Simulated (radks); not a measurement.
Question: These are the eigenvalues of the occupied orbitals of an atom or ion with whole-number occupations (eV). Method: scalar-relativistic Kohn-Sham, OLYP, spin-polarised, spherical densities, finite nucleus; Fermi nuclear charge, rms radius of each element as measured or else 0.836 A^(1/3) + 0.57 fm; computed with a radial shooting solver on a logarithmic mesh with Libxc functionals.

1s down: -8274.821
1s up: -8274.817
2s up: -1049.021
2s down: -1046.098
2p up: -911.5556
2p down: -909.4066
3s up: -175.8128
3s down: -170.1668
3p up: -135.5879
3p down: -129.9622
3d up: -71.0156
3d down: -65.4161

Which element is it, and in what charge state? The configuration may be excited. Open shells, if any, are filled with parallel spins first.

Answer: Z = 28, nickel, charge +4: Ni4+ in [Ar] 3d6. The list shows which subshells hold electrons but not how many an open one holds; the 1s level, -304.09 hartree, gives Z - s = 24.7 by -(Z - s)^2/2, which with screening and relativity narrows Z to a few neighbours, and the depths of the outer levels then fix element, charge and occupations together.
